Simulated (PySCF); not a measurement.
Isomers C6H7FOSi:

A. SMILES FC1=CC([SiH2]O)=CC=C1
B. SMILES Fc1cccc(O[SiH3])c1
C. SMILES C(=C(/[SiH2]C#CC)F)/C=O

Spectrum 1. $^{13}$C{$^{1}$H} NMR (computed): δ 212.4 (C), 197.7 (CH), 123.9 (CH), 112.2 (C), 84.9 (C), 6.0 (CH3).

Spectrum 2. $^{13}$C{$^{1}$H} NMR (computed): δ 173.5 (C), 163.5 (C), 136.4 (CH), 121.1 (CH), 113.6 (CH), 106.7 (CH).

Spectrum 3. $^{13}$C{$^{1}$H} NMR (computed): δ 172.6 (C), 144.5 (C), 135.3 (CH), 133.0 (CH), 124.7 (CH), 123.1 (CH).

Computed data (PySCF): shielding tensors at PBE0/pcSseg-1 (GIAO), geometry: GFN2-xTB. One conformer, fast rotation and ring inversion assumed for equivalent nuclei, isolated molecule, non-relativistic Hamiltonian.

Shifts are taken against calculated references (same method and geometry level): TMS for $^{13}$C (σref 186.93). Splittings of carbon signals by F and P are missing where no couplings were computed. Shifts are as computed. Against solution values, carbons near 30 ppm lie about +3 ppm off and those near 130 ppm about +5 ppm (rms about the fit 2.1 ppm; single classes can miss by 10 ppm). Of 1328 compounds with measured shifts, 309 miss one by over three times the rms of a fit or turn the order of signals round; such compounds aren't used in these exercises. Signals without a measured value on file couldn't be tested in this way; 1H shifts scatter by 0.2 ppm about their fit, and single ones miss by 0.5 ppm.

Question: Which spectrum belongs to which compound?

Answer: 1–C, 2–B, 3–A.

- Spectrum 1 (C): 6 $^{13}$C signals; δC 212.4 is a β carbon of a C=C–C=O unit; δC 197.7 is an aldehyde carbonyl carbon.
- Spectrum 2 (B): 6 $^{13}$C signals; δC 173.5 is an aromatic carbon bearing fluorine; δC 163.5 is an aromatic carbon bearing oxygen.
- Spectrum 3 (A): 6 $^{13}$C signals; δC 172.6 is an aromatic carbon bearing fluorine; δC 135.3 is an aromatic CH.
